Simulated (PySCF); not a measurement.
C₉H₉ (doublet state).
Geometry (GFN2-xTB, Å), atoms numbered from 1 in this order:
```
atom  x, y, z in Å
C1     1.1638   -2.2261   -1.3203
C2     1.0014   -1.0239   -1.0115
C3     0.1521    0.1929   -0.9596
C4    -1.0520    0.2208   -0.0963
C5    -1.2136   -0.5957    0.9362
C6    -2.0703    1.2514   -0.4831
C7     1.5502    0.2781   -0.3681
C8     1.7707    0.2872    1.0243
C9     1.9638    0.2654    2.2107
H10    1.7957   -3.0734   -1.3160
H11    0.0312    0.7163   -1.9037
H12   -0.4805   -1.3395    1.1939
H13   -2.0908   -0.5476    1.5576
H14   -2.9209    1.2260    0.1924
H15   -1.6294    2.2479   -0.4538
H16   -2.4242    1.0722   -1.4984
H17    2.3066    0.7818   -0.9602
H18    2.1375    0.2723    3.2443
```

The hyperfine couplings belong to this conformer and change with its torsions.

Identity: `C1(=[C]/[H])/[C@H](C#C)[C@@H]1C(=C)C` [radical].

Theory: UKS B3LYP, pcH-1 on C H, non-relativistic, mean-field spin-orbit, GIAO (PySCF). The structure is a single GFN2-xTB conformer in the gas phase; no vibrational or solvent corrections. Couplings are sensitive to structure, and on GFN2-xTB geometries they can be far from those on DFT ones. Stability of the SCF solution: not tested.

Principal values of hyperfine tensors in MHz (contact and dipolar terms together), for some of the nuclei:

| atom | isotope | A1 | A2 | A3 |
| --- | --- | --- | --- | --- |
| C1 | 13C | 136.39 | 154.65 | 332.46 |
| C7 | 13C | 56.00 | 56.45 | 111.98 |
| C3 | 13C | 28.35 | 29.17 | 59.82 |
| C2 | 13C | -40.66 | -32.38 | -10.41 |
| H17 | 1H | -22.22 | -14.78 | -4.24 |
| C9 | 13C | 0.93 | 2.51 | 20.64 |
| H18 | 1H | -10.53 | -7.31 | -2.89 |
| H10 | 1H | -23.59 | 1.84 | 39.43 |

Problem. Give the isotropic coupling of each nucleus in MHz and in mT (g = 2.0024), and the anisotropic part.

Solution. a_iso = (A1 + A2 + A3)/3, Ti = Ai − a_iso; 1 mT corresponds to 28.026 MHz.

```
atom  a_iso (MHz)  a_iso (mT)      T1      T2      T3
  C1       207.84       7.416  -71.44  -53.18  124.63
  C7        74.81       2.669  -18.81  -18.36   37.17
  C3        39.11       1.396  -10.77   -9.94   20.71
  C2       -27.81      -0.992  -12.84   -4.56   17.41
 H17       -13.75      -0.491   -8.48   -1.03    9.51
  C9         8.03       0.286   -7.10   -5.51   12.61
 H18        -6.91      -0.246   -3.62   -0.40    4.02
 H10         5.89       0.210  -29.48   -4.06   33.54
```

Problem. What spin density at the nucleus of C2 lies behind its contact coupling (g_N = 1.40482)?

Solution. a_FC = (2μ0/3) gₑ μB g_N μN ρ(0)/(2S·h) = 800.24 MHz × g_N × ρ(0)/(2S), with ρ in bohr⁻³. With a_FC = -27.81 MHz and 2S = 1, ρ(0) = -0.02474 bohr⁻³.

Problem. C8 (13C, g_N = 1.40482) isn't in the table. Its spin density at the nucleus is -0.0125 bohr⁻³. What is its contact coupling?

Solution. By the same relation, a_FC = -14.05 MHz. Its full tensor has the principal values -19.24, -14.06, -8.84 MHz.

Problem. Name the largest traceless tensor T of the table and describe it.

Solution. C1: -71.4, -53.2, 124.6 MHz, rhombic: the two smaller values differ by 15 % of the largest.

Problem. In a single crystal, with the field along each principal axis of the tensor of C1 in turn, what first-order splitting does this nucleus give (isotropic g, quadrupole terms neglected)?

Solution. 2 lines (I = 1/2), spaced by |A_i|/(g × 13.996): 4.87, 5.52, 11.86 mT along the axes of A1, A2 and A3.

Hardware: an Arm Neoverse V1 with one thread, shared host with 32 logical CPUs at a one-minute load of 25. Cost: 2.1 min of wall time (with the writing of density and orbital grids), 1.1 GiB resident at most.
